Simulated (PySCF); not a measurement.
Bonds (- single, = double, # triple, : aromatic): F1-C2 1.328 Å, C2:C3 1.385 Å, C3:C4 1.382 Å, C4:N5 1.333 Å, N5:C6 1.304 Å, C6-F7 1.328 Å, C6:C8 1.387 Å, C8:C2 1.377 Å. C3 carries H9; C4 carries H10; C8 carries H11.

Non-relativistic, gas phase, a single conformation. B97-2/pcSseg-2 with gauge-including orbitals; PBE0-D3(BJ)/def2-TZVP structure; PySCF 2.14.0 with density-fitted response routines.

Chemical shifts δ = σref − σ; 13C (σ = 185.38 ppm) and 1H (σ = 31.64 ppm) against TMS; 19F (σ = 175.98 ppm) against CFCl3; NH3 for 15N (σ = 261.75 ppm), all at this level.

```json
{"atoms": "H10", "nucleus": "1H", "count": "1", "δ (ppm)": "8.44"}
{"atoms": "C6", "nucleus": "13C", "count": "1", "δ (ppm)": "?"}
{"atoms": "C4", "nucleus": "13C", "count": "1", "δ (ppm)": "158.2"}
{"atoms": "H9", "nucleus": "1H", "count": "1", "δ (ppm)": "6.96"}
{"atoms": "H11", "nucleus": "1H", "count": "1", "δ (ppm)": "6.66"}
{"atoms": "N5", "nucleus": "15N", "count": "1", "δ (ppm)": "297.0"}
{"atoms": "C3", "nucleus": "13C", "count": "1", "δ (ppm)": "?"}
{"atoms": "F7", "nucleus": "19F", "count": "1", "δ (ppm)": "-62.8"}
{"atoms": "C8", "nucleus": "13C", "count": "1", "δ (ppm)": "101.8"}
{"atoms": "C2", "nucleus": "13C", "count": "1", "δ (ppm)": "181.8"}
{"atoms": "F1", "nucleus": "19F", "count": "1", "δ (ppm)": "?"}
```

Complete the table.

Answers


- C6: 175.5 ppm, aromatic carbon bearing fluorine; the electronegative substituent deshields the carbon that carries it
- C3: 113.9 ppm, aromatic CH
- F1: -99.8 ppm, aryl fluorine

Shifts are as computed. Against solution values, carbons near 30 ppm lie about +3 ppm off and those near 130 ppm about +7 ppm. Of 1211 compounds with measured shifts, 218 miss one by over three times the rms of a fit or turn the order of signals round; such compounds aren't used in these exercises. Unscaled 19F shifts against computed CFCl3 carry errors that often reach 10 to 50 ppm. Experimental scales use liquid or dissolved standards, which lie at an offset from isolated NH3 (liquid NH3: subtract about 20 ppm). Unscaled 15N shifts of sp2 nitrogen come out 20 to 40 ppm too high even then.
